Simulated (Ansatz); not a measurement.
Species: SnSe, charge 0, singlet. SnSe (SMILES [Se]=[Sn]).
B3LYP-D3(BJ)/def2-TZVP minimum from Ansatz (an electronic-structure program):
```xyz
2

Sn     0.0000     0.0000    -0.9497
Se     0.0000     0.0000     1.3966
```
Charge 0, spin multiplicity 1.

Total energies in hartree (Ansatz). Open shells are spin-unrestricted; no spin-orbit coupling. Correlated methods leave the cores frozen (noble-gas shells, and filled d and f shells in the p block). Past Kr the def2 sets carry scalar-relativistic core potentials. Spin-orbit terms, left out, reach several kcal/mol for Br and I, and more for heavier atoms. The T1 diagnostic of SeSn ([Se]=[Sn], singlet) reaches 0.033 in the sets run.

| species | HF/def2-TZVPP | CCSD(T)/def2-TZVPP | HF/def2-QZVPP | CCSD(T)/def2-QZVPP | CCSDT(Q)/def2-QZVPP |
|---|---|---|---|---|---|
| 1: SnSe (SMILES [Se]=[Sn]) | -2613.25248 | -2613.50821 | -2613.30085 | -2613.57437 | -2613.57670 |
| 2: Sn (triplet) | -213.33992 | -213.39742 | -213.34066 | -213.40091 | -213.40140 |
| 3: Se (triplet) | -2399.82719 | -2399.94997 | -2399.87465 | -2400.00689 | -2400.00765 |

Problem. Work out the atomisation energy (electronic, to ground-state atoms) in kcal/mol: take Hartree-Fock from def2-QZVPP, extrapolate the CCSD(T) correlation energy as X^-3 (X = 3, 4), and add CCSDT(Q) - CCSD(T) in def2-QZVPP. 1 hartree = 627.51 kcal/mol.

Solution. 
Species 1: correlation (64·(-0.27352) - 27·(-0.25573))/37 = -0.28650; step -0.00233; E1 = -2613.30085 + (-0.28650) + (-0.00233) = -2613.58968
Species 2: correlation (64·(-0.06025) - 27·(-0.05750))/37 = -0.06226; step -0.00049; E2 = -213.34066 + (-0.06226) + (-0.00049) = -213.40341
Species 3: correlation (64·(-0.13224) - 27·(-0.12278))/37 = -0.13914; step -0.00076; E3 = -2399.87465 + (-0.13914) + (-0.00076) = -2400.01455
-1·E1 +1·E2 +1·E3 = 0.17172 hartree = 107.8 kcal/mol.
